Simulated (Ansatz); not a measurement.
Abstraction of H: GaH2Cl + CHBr2 → GaHCl + CH2Br2

Gas-phase species: GaH2Cl `[Cl][GaH2]`, singlet; CHBr2 `Br[CH]Br`, doublet; GaHCl `[Cl][GaH]`, doublet; CH2Br2 (dibromomethane) `BrCBr`, singlet. A radical takes H: the energy is the difference in strength between the Ga–H bond broken and the C–H bond made.

Shapes, held fixed at every level: PBE0-D4/def2-TZVP. Programs: Ansatz 0.2.0. The zero-point and thermal change to 298 K, harmonic and unscaled (PBE0-D4/def2-TZVP), is +13.1 kJ/mol.

```
             level                    kind  ΔH(298 K) (kJ/mol)  less CCSD(T)/def2-TZVPP
      MP2/def2-SVP     perturbation theory               -75.5                     -6.7
    MP2/def2-TZVPP     perturbation theory               -80.5                    -11.7
  SPW92/def2-TZVPP                     LDA               -74.4                     -5.6
PBE0-D4/def2-TZVPP           global hybrid               -72.0                     -3.2
wB97M-V/def2-TZVPP  range-separated hybrid               -76.6                     -7.8
     CCSD/def2-SVP   coupled cluster or CI               -64.7                     +4.1
   CCSD/def2-TZVPP   coupled cluster or CI               -67.2                     +1.6
CCSD(T)/def2-TZVPP   coupled cluster or CI               -68.8                      0.0
```

The highest level, CCSD(T)/def2-TZVPP, gives ΔH(298 K) = -68.8 kJ/mol; the levels span -80.5 to -64.7. The column of differences is taken from that level and isn't an error. No measured value is set beside it here. Open shells run unrestricted. Relativity is left out for Br, Ga. Outer-core shells of Br, Ga are correlated, in sets that cover them unevenly.
